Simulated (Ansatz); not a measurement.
Calculated with Ansatz (gas phase, PBE0-D4/def2-TZVP geometries, no zero-point term in ΔE). CCSD(T)/CBS adds triple-zeta CCSD(T) − MP2 to the extrapolated MP2 energy (def2 sets, frozen cores). Functionals use def2-TZVPP. One conformer a species, not always the lowest.

Consider the redistribution: `CNB(F)[SiH2]Cl` + `BCS` → `CNB(F)S` + `BC[SiH2]Cl`.

```json
{"level": "PBE-D4", "ΔE (kJ/mol)": "-135.1"}
{"level": "B2PLYP", "ΔE (kJ/mol)": "-144.9"}
```

(1) What does CCSD(T)/CBS give? (An estimate is asked.)

Largest T1 diagnostic among the species: 0.012.

Results:

(1) The calculation gave: -143.8 kJ/mol. The listed levels differ from it by 8.7, -1.1 kJ/mol.

From PBE to PBE0 (25 % exact exchange), in def2-TZVPP and without D4, ΔE moves by −6.4 kJ/mol.
